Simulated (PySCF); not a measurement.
A GIAO shielding run with PySCF (density fitting, non-relativistic, gas phase) on SMILES CN(C)[Si@@]1(C)CC[SiH2]O1, C$_{5}$H$_{15}$NOSi$_{2}$:

```
$ OMP_NUM_THREADS=1 python probes_run.py task.json out

{"job": {"kind": "nmr", "xc": "PBE0", "basis": "pcSseg-1"}, "charge": 0, "multiplicity": 1}
C      2.116236     1.265111     0.147690
N      1.605743    -0.059000    -0.112103
C      2.436800    -1.095433     0.439589
Si    -0.055004    -0.333600    -0.453268
C     -0.275436    -2.012863    -1.304010
C     -1.352421    -0.014189     0.927329
C     -2.568251     0.643534     0.258385
Si    -1.914516     1.661761    -1.214780
O     -0.505978     0.882510    -1.471837
H      3.122359     1.359848    -0.270041
H      1.466386     1.993472    -0.327283
H      2.170048     1.476620     1.222576
H      3.450231    -1.014341     0.036492
H      2.499725    -1.029162     1.532799
H      2.031389    -2.066366     0.175496
H     -1.270344    -2.096562    -1.728332
H     -0.145388    -2.832672    -0.605851
H      0.439821    -2.142605    -2.109479
H     -0.929707     0.683871     1.654082
H     -1.654858    -0.898299     1.489626
H     -3.150081     1.218440     0.978385
H     -3.230725    -0.138611    -0.117290
H     -2.709400     1.522048    -2.428915
H     -1.588365     3.046253    -0.878238
```

Hardware: 1 thread of an Arm Neoverse V1, shared host. The job also computes population analyses, field gradients, ring-centre shieldings.

Problem. How large is the calculation?

Solution. 88 electrons, 242 basis functions and 1296 auxiliary functions.

Problem. How long does it take, and how much memory does it need?

Solution. 68 s of wall time, with 14 SCF cycles and 4 response iterations; peak memory 1.1 GiB. Times on a shared host scatter by some tens of per cent.
